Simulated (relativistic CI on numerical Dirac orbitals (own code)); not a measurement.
# Hyperfine structure of W XXXVIII, mass number 183

Computed by Dirac-Coulomb-Breit CI, KLI orbitals optimised for each configuration, a model potential for QED, unscaled Slater integrals (own radial code, finite nucleus).

CI space (outside the closed core [Ar] 3d10): 4s²4p⁶4d, 4s²4p⁶4f, 4s²4p⁵4d², 4s4p⁶4d², 4s²4p⁵4d4f, 4s4p⁶4d4f, 4s²4p⁶5s, 4s²4p⁶5p, 4s²4p⁶5d, 4p⁶4d³, 4p⁵4d⁴, 4p⁵4d³4f, 4s4p⁶4f², 4s4p⁵4f³, 4p⁶4f³. Double excitations out of closed p, d and f shells are left out; levels of such configurations are missing from the list, as are those of other unlisted configurations, and high levels can miss mixing partners.

Nuclear spin I = 1/2, μ = 0.11739 μN (tables of Stone and Pyykkö). The electronic factors are computed for point nuclear moments, without core polarisation or the Bohr-Weisskopf and QED corrections.

```tsv
Level	E (cm⁻¹)	A (MHz)
4s²4p⁶4d ²D3/2	0	6404
4s²4p⁶4d ²D5/2	153914	2576
4s²4p⁵4d² ⁴D°1/2	1229496	1151
4s²4p⁵4d² ⁴G°9/2	1385759	6685
4s²4p⁵4d² ²H°11/2	1419367	6349
```

Levels with J = 0, under 50 % of one LS term, or S terms without an open s electron are left out. Small factors come from cancelling terms and can be off by tens of per cent or more.

At this charge energies of transitions that change n are usually good to better than 1 %, and those within a shell (Δn = 0) to a few per cent.

(1) Give the hyperfine levels of 4s²4p⁶4d ²D3/2 relative to its centre of gravity.

Results:

(1) With K = F(F + 1) − I(I + 1) − J(J + 1), E = AK/2: F = 1: -8005, F = 2: 4803 MHz.

LS names give the leading component of a level, which can be under half, so a name can repeat, a term be missing and a line seem to break the LS rules.
